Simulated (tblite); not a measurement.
Compound: C5H11NSeSi2.
Atom-mapped SMILES: `[N:1]#[C:2][CH2:3][CH2:4]/[CH:5]=[CH:6]\[SiH2:7][Se:8][SiH3:9]` (hydrogens: H10, H11 on C3; H12, H13 on C4; H14 on C5; H15 on C6; H16, H17 on Si7; H18, H19, H20 on Si9)

Computed with GFN2-xTB (tblite), gas phase: L-BFGS steps from a force-field or distance-geometry start until the largest atomic force falls under 0.01 eV/Å.

Step 6: E = -703.4684 eV
```
atom  x, y, z in Å  |  force x, y, z in eV/Å
N1     -2.5364   -2.2441    0.3601    0.049  -0.344   0.107
C2     -2.8575   -1.3046   -0.2006   -0.052   0.117  -0.009
C3     -3.1921   -0.0775   -0.8658   -0.071   0.095   0.007
C4     -1.9368    0.7981   -0.9095    0.091   0.139  -0.075
C5     -1.4763    1.0633    0.4871   -0.174  -0.184   0.016
C6     -0.3368    0.6373    1.0089   -0.029   0.022   0.049
Si7     0.9347   -0.3425    0.0374    0.024   0.041  -0.002
Se8     2.9340    0.2483    1.0181    0.064  -0.094  -0.049
Si9     4.7550   -0.3219   -0.2612   -0.160   0.052   0.059
H10    -3.9660    0.4288   -0.2951   -0.248   0.052   0.115
H11    -3.5770   -0.2915   -1.8609    0.007  -0.022  -0.152
H12    -2.1418    1.7362   -1.4255   -0.200   0.109   0.015
H13    -1.1767    0.2777   -1.4746    0.193  -0.096  -0.103
H14    -2.2269    1.5473    1.1006    0.068   0.182   0.078
H15    -0.1513    0.8241    2.0623    0.089   0.029  -0.145
H16     0.9546    0.0392   -1.3851    0.263  -0.051   0.115
H17     0.6374   -1.7647    0.1835    0.171  -0.055  -0.022
H18     5.3009    0.9402   -0.7342    0.026   0.060  -0.062
H19     4.3655   -1.1912   -1.3603   -0.116  -0.016  -0.031
H20     5.6884   -0.9918    0.6279    0.006  -0.037   0.088
```

Step 7: E = -703.4820 eV
```
atom  x, y, z in Å  |  force x, y, z in eV/Å
N1     -2.5366   -2.2504    0.3594   -0.116   0.106  -0.165
C2     -2.8626   -1.3078   -0.2016    0.099  -0.193   0.216
C3     -3.1944   -0.0752   -0.8655   -0.109  -0.013   0.046
C4     -1.9374    0.8023   -0.9063    0.042   0.017  -0.119
C5     -1.4744    1.0674    0.4878   -0.270  -0.152  -0.001
C6     -0.3341    0.6429    1.0069    0.031  -0.072   0.035
Si7     0.9367   -0.3471    0.0357   -0.006   0.018   0.079
Se8     2.9386    0.2436    1.0172    0.012  -0.075  -0.011
Si9     4.7539   -0.3202   -0.2630   -0.081  -0.004   0.064
H10    -3.9749    0.4299   -0.2972   -0.162   0.011   0.074
H11    -3.5789   -0.2943   -1.8627    0.052   0.021  -0.081
H12    -2.1526    1.7385   -1.4186   -0.160   0.138  -0.024
H13    -1.1765    0.2794   -1.4701    0.163  -0.052  -0.115
H14    -2.2307    1.5543    1.0936    0.126   0.167   0.118
H15    -0.1491    0.8252    2.0605    0.106   0.043  -0.131
H16     0.9766    0.0394   -1.3832    0.225  -0.054   0.086
H17     0.6501   -1.7766    0.1831    0.164   0.053  -0.033
H18     5.3005    0.9434   -0.7369    0.016   0.022  -0.051
H19     4.3557   -1.1912   -1.3606   -0.087   0.012   0.001
H20     5.6850   -0.9928    0.6345   -0.045   0.008   0.011
```

Problem. Estimate the geometry and energy of step 8. (The exact step hangs on the optimiser's Hessian estimate; all steps are aligned on step 7, rigid shifts and turns removed.)

Solution. E = -703.4956 eV, largest force 0.530 eV/Å
```
atom  x, y, z in Å  |  force x, y, z in eV/Å
N1     -2.5383   -2.2579    0.3571   -0.210   0.372  -0.314
C2     -2.8670   -1.3112   -0.2003    0.160  -0.301   0.294
C3     -3.1988   -0.0735   -0.8641   -0.103  -0.101   0.053
C4     -1.9376    0.8062   -0.9055   -0.079  -0.085  -0.121
C5     -1.4770    1.0685    0.4890   -0.138  -0.137   0.005
C6     -0.3316    0.6472    1.0045   -0.070  -0.107  -0.052
Si7     0.9387   -0.3514    0.0356   -0.015  -0.008   0.126
Se8     2.9435    0.2372    1.0161   -0.048  -0.041   0.054
Si9     4.7513   -0.3184   -0.2637    0.017  -0.045   0.029
H10    -3.9871    0.4312   -0.2980   -0.036  -0.047   0.006
H11    -3.5797   -0.2968   -1.8658    0.086   0.054   0.025
H12    -2.1668    1.7435   -1.4120   -0.085   0.088  -0.035
H13    -1.1734    0.2805   -1.4676    0.077   0.027  -0.099
H14    -2.2320    1.5650    1.0888    0.149   0.139   0.146
H15    -0.1445    0.8273    2.0566    0.116   0.060  -0.084
H16     1.0039    0.0386   -1.3796    0.180  -0.053   0.053
H17     0.6665   -1.7878    0.1819    0.148   0.134  -0.038
H18     5.3004    0.9469   -0.7407   -0.006  -0.040  -0.029
H19     4.3439   -1.1909   -1.3608   -0.053   0.046   0.041
H20     5.6805   -0.9936    0.6414   -0.089   0.049  -0.060
```

The energy changes by -0.0136 eV. The first-order estimate −F·Δx gives -0.0190 eV and the mean of the old and new forces, exact on a quadratic surface, -0.0136 eV. The step makes an angle of 60° with the force vector and moves no atom by more than 0.028 Å.

What follows is the cost of the whole relaxation. The run took 8.2 s of wall time on one thread of an Intel Xeon at 2.50 GHz, shared host.
